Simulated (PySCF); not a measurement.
Gas-phase reaction: 2 WOF₄ + 2 O₂ ⇌ W₂O₆ + 4 F₂, at 1600 K and a standard pressure of 1 bar. Level: PBE/def2-TZVP†.

Energies from PySCF, thermal terms from the rigid-rotor harmonic-oscillator model, ideal gas at 1 bar. † marks an energy on the PBE0/def2-TZVP geometry and frequencies. Open shells (unrestricted): O₂ (multiplicity 3); the rest are closed-shell singlets. W: scalar-relativistic def2 core potential, no spin-orbit coupling. W₂O₆: computed as isolated molecules; such fragments, hydroxides, amides, oligomers or adducts are transient or little studied in the gas. The harmonic model lacks anharmonicity and excited electronic states, which grow with temperature; levels with a mode under 35 cm⁻¹ are left out. Soft modes under 120 cm⁻¹ make the harmonic entropy rough for WOF₄, W₂O₆.

| species | E (Ha) | H(1600 K) − E (kJ/mol) | S°(1600 K) (J/mol/K) |
|---|---|---|---|
| WOF₄ | -541.79597 | 216.1 | 544.1 |
| O₂ | -150.24801 | 62.4 | 259.2 |
| W₂O₆ | -585.76468 | 298.6 | 670.5 |
| F₂ | -199.42211 | 60.9 | 259.3 |
E: electronic energy; H − E holds the zero-point and thermal terms. 1 Ha = 2625.5 kJ/mol.

Task: Work out ΔH°, ΔS°, ΔG° and log10 K from these numbers.

Result: 1. ΔE = 1×(-585.76468) + 4×(-199.42211) − 2×(-541.79597) − 2×(-150.24801) = 0.63484 Ha = 1666.8 kJ.
2. Δ(H − E) = 1×(298.6) + 4×(60.9) − 2×(216.1) − 2×(62.4) = -14.8 kJ, so ΔH° = 1652.0 kJ.
3. ΔS° = 1×(670.5) + 4×(259.3) − 2×(544.1) − 2×(259.2) = 101.1 J/K; the number of gas molecules changes by +1.
4. ΔG° = ΔH° − TΔS° = 1652.0 − 1600×(101.1)/1000 = 1490.2 kJ.
5. log10 K = −ΔG°/(RT ln 10) = -48.65, with RT ln 10 = 30.63 kJ/mol; at standard pressures the reactants are favoured.
6. A shift of 10 kJ in ΔE would move log10 K by 0.33 here.
For scale, ΔH°(298 K) is 1662 kJ at this level, 1717 kJ at ωB97M-V/def2-TZVP†, and runs from 1643 to 2038 kJ over the 17 levels computed.
